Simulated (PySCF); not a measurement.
C₂H₄O₃, SMILES O=C(O)OC.

Geometry: B3LYP-D3(BJ)/def2-SVP. The values are those of a single conformer.

Two levels are set side by side: PBE/def2-TZVP (PySCF) and CAM-B3LYP/def2-TZVP (PySCF). Same geometry, gas phase. Differences are taken from unrounded values.

```tsv
quantity	CAM-B3LYP
orbital gap (eV)	11.80
highest occupied level (eV)	-10.10
lowest empty level (eV)	1.70
dipole moment (D)	0.62
mean polarisability (bohr³)	34.8
```

**Question.** What does PBE give, and how far is it from CAM-B3LYP? (Estimate from the structure and the level; the computed values follow.)

**Answer.** 
```
quantity                       PBE  PBE minus CAM-B3LYP
---------------------------  -----  -------------------
orbital gap (eV)              6.64                -5.16
highest occupied level (eV)  -6.78                 3.32
lowest empty level (eV)      -0.14                -1.84
dipole moment (D)             0.59                -0.03
mean polarisability (bohr³)   36.5                  1.7
```

PBE's occupied levels lie high since its potential decays too fast outside the molecule; exact exchange lowers them and widens the gap. PBE's more diffuse valence density responds more strongly to a field. Differences between two approximate levels are no errors against the true value.

Rough cost on one machine, each run with all the roots and properties that it gave: CAM-B3LYP against PBE within a factor of 2.
